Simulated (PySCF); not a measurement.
## Structure from NMR data

An unknown has the formula C$_{5}$H$_{11}$NSi. Its calculated NMR data are:

$^{1}$H NMR (300 MHz, computed): δ 7.10 (d, 1H), 5.94 (m, 1H), 5.51 (m, 2H), 1.29 (s, 6H), -0.20 (br s, 1H).

$^{13}$C{$^{1}$H} NMR (computed): δ 168.1, 127.2, 67.2, 33.8.

[PySCF: NMR shieldings at PBE0/pcSseg-1/GIAO; geometry: GFN2-xTB; one computed conformer; relativity neglected; in vacuum; one averaged value for each set of equivalent atoms]

Chemical shifts δ = σref − σ; $^{1}$H (31.72 ppm) and $^{13}$C (186.93 ppm) vs TMS, all at this level.

Question: Choose the structure that fits.
A. CC1(C)C=C[SiH2]N1
B. C1C[C@@H](N2CC2)[SiH2]1
C. C=C/C(C)=N\C[SiH3]
D. C=N[C@@H]1C[SiH2][C@@H]1C
E. C/N=C\[C@H]1CC[SiH2]1

Answer: A. 

1. The formula gives 2 degrees of unsaturation (1 ring in the answer).
2. 4 carbon signals for 5 carbons: some carbons are equivalent by symmetry or fast rotation.
3. Carbon types of the structure: 1 × C, 2 × CH, 2 × CH3, leaving 3 H on heteroatoms.
4. δC 168.1, 127.2: alkene CH.
5. δC 67.2: allylic fully substituted sp3 carbon bonded to N; deshielded by the electronegative neighbour.
6. δC 33.8: methyl carbon; aliphatic region, no heteroatom directly attached.
7. δH 7.10, 5.94: hydrogen on an alkene CH; attached to an sp2 carbon and in the plane of the double bond.
8. δH -0.20: hydrogen on a nitrogen bonded to C, Si, in a 5-membered ring; labile proton, position sensitive to the medium.

The others: C=C/C(C)=N\C[SiH3] would give 5 carbon signals, not 4; C=N[C@@H]1C[SiH2][C@@H]1C would give 5 carbon signals, not 4; C1C[C@@H](N2CC2)[SiH2]1 would give 9 signals for carbon-bound and other non-exchanging H, not 4; C/N=C\[C@H]1CC[SiH2]1 would give 5 carbon signals, not 4.

OH/NH shifts are gas-phase values; hydrogen bonding in solution moves them, usually downfield. Shifts are as computed. Against solution values, carbons near 30 ppm lie about +3 ppm off and those near 130 ppm about +5 ppm. Of 1211 compounds with measured shifts, 218 miss one by over three times the rms of a fit or turn the order of signals round; such compounds aren't used in these exercises. No couplings were computed; multiplicities are counted from neighbouring protons, with m where these are inequivalent, close in shift, in a saturated or five-membered ring or joined by F or P, and br s for small geminal =CH2 splittings.
